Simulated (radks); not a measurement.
Pb4+, 78 electrons, occupied as [Xe] 4f14 5d10 (the NIST ground configuration). All-electron calculation, Dirac Kohn-Sham, PBE, spin-unpolarised, spherical densities, finite nucleus; Fermi nuclear charge, rms radius 5.5012 fm. Program: a radial shooting solver on a logarithmic mesh with Libxc functionals.

Unscreened Slater integrals over Kohn-Sham orbitals (cm^-1). Large and small components are both included.

\begin{tabular}{lr}
integral & value \\ \hline
F0(5d5/2,5d5/2) & 155090 \\
F2(5d5/2,5d5/2) & 81579 \\
F4(5d5/2,5d5/2) & 54616 \\
F0(5d5/2,5d3/2) & 157450 \\
F2(5d5/2,5d3/2) & 82745 \\
G2(5d5/2,5d3/2) & 82610 \\
G4(5d5/2,5d3/2) & 55330 \\
F0(5d5/2,5p3/2) & 171940 \\
F2(5d5/2,5p3/2) & 87765 \\
G1(5d5/2,5p3/2) & 107980 \\
G3(5d5/2,5p3/2) & 67281 \\
F0(5d5/2,5p1/2) & 177230 \\
G3(5d5/2,5p1/2) & 61757 \\
F0(5d3/2,5d3/2) & 159950 \\
F2(5d3/2,5d3/2) & 84122 \\
F0(5d3/2,5p3/2) & 175360 \\
F2(5d3/2,5p3/2) & 90514 \\
G1(5d3/2,5p3/2) & 112930 \\
G3(5d3/2,5p3/2) & 70386 \\
F0(5d3/2,5p1/2) & 181070 \\
G1(5d3/2,5p1/2) & 105350 \\
F0(5p3/2,5p3/2) & 196990 \\
F2(5p3/2,5p3/2) & 106310 \\
F0(5p3/2,5p1/2) & 205760 \\
G2(5p3/2,5p1/2) & 107490 \\
F0(5p1/2,5p1/2) & 216330 \\
\end{tabular}
